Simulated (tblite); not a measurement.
C₇H₈FP.
Geometry (GFN2-xTB, Å), atoms numbered from 1 in this order:
```xyz
17
C7H8FP angstrom
C      2.6870    0.0223   -0.4602
P      1.9130   -0.8814    0.9643
C      0.1859   -0.3242    0.7122
C     -0.1352    0.9963    1.0152
C     -1.4273    1.4617    0.8675
C     -2.4006    0.5830    0.4258
F     -3.6656    1.0302    0.2768
C     -2.1167   -0.7389    0.1366
C     -0.8169   -1.1873    0.2857
H      2.7540    1.0816   -0.2179
H      2.1067   -0.1047   -1.3720
H      3.6940   -0.3632   -0.6058
H      1.7493   -2.0929    0.2801
H      0.6391    1.6621    1.3705
H     -1.6904    2.4834    1.0929
H     -2.9029   -1.3964   -0.2004
H     -0.5806   -2.2194    0.0683
```

Computed values, GFN2-xTB/tblite, gas phase, harmonic and unscaled. This tight-binding method is rough: wavenumbers can miss measured ones by several per cent, in bad cases by 10 to 20. Modes of hydrogen on phosphorus can be 10 to 20 % off. One conformer, not necessarily the lowest.

Harmonic wavenumbers (cm⁻¹): 28.0, 84.7, 160.9, 184.1, 230.0, 330.4, 365.9, 371.4, 384.6, 484.2, 602.8, 608.2, 659.8, 722.1, 739.3, 801.1, 822.8, 863.4, 865.5, 897.0, 905.7, 919.0, 982.2, 1006.0, 1114.0, 1119.0, 1166.9, 1231.1, 1256.4, 1314.6, 1320.1, 1397.6, 1442.1, 1450.9, 1465.9, 1579.6, 1588.8, 2253.8, 3003.9, 3011.4, 3019.4, 3068.8, 3070.7, 3104.7, 3105.9.

A = 3869, B = 722.0, C = 659.8 MHz; mass 142.035 u (most abundant isotopes); point group C1, symmetry number 1.

Zero-point energy?

½Σν̃ = 27552 cm⁻¹ = 78.78 kcal/mol.

Entropy at 350 K, 1 bar (ideal gas, RRHO, classical rotation)?

Translation 41.59, rotation 30.02, vibration 29.95: S = 101.6 cal/(mol K).

And Cp and H(350 K) − H(0)?

Cp = 41.03 cal/(mol K), of which vibrations give 33.08 (their classical limit is 45 R = 89.4); H(350 K) − H(0) = 8.32 kcal/mol without the zero-point energy, 5.54 from vibrations.

Blend soft modes into free rotors: weight 1/[1 + (100 cm⁻¹/ν̃)⁴] for the oscillator and the rest for a rotor with moment μB/(μ + B), μ = h/(8π²ν), B = 10⁻⁴⁴ kg m². What vibrational entropy results?

27.31 cal/(mol K) in place of 29.95, which changes −T·S at 350 K by +0.92 kcal/mol.

How do the functions run with temperature in this model?

```csv
T (K),S (cal/(mol K)),Cp (cal/(mol K)),H − H(0) (kcal/mol),G − H(0) (kcal/mol),ln q(vib)
50,59.5,11.9,0.49,-2.48,0.70
100,69.1,16.3,1.20,-5.71,1.69
298.15,95.4,35.9,6.32,-22.12,5.94
373.15,104.3,43.2,9.29,-29.61,7.64
500,118.4,53.5,15.46,-43.74,10.56
750,142.9,67.2,30.70,-76.50,16.24
1000,163.5,75.7,48.64,-114.88,21.57
```

q(vib) and H(0) count from the zero-point level.

What must be added to the electronic energy to get the Gibbs energy at 350 K and 1 bar?

ZPE + [H(350 K) − H(0)] − T·S = 78.78 + 8.32 − 35.54 = 51.56 kcal/mol.

Hindered rotation and anharmonicity are outside this model. Other conformers, if any are populated, would add a mixing term that is left out. The structure is chiral; the term R ln 2 for an equal mix with its mirror image is left out.

Time: 2.2 s of wall time. Hardware: Intel Xeon at 2.50 GHz, one thread, no GPU, shared host with 64 logical CPUs at a one-minute load of 58. The figure is for the frequency step alone.
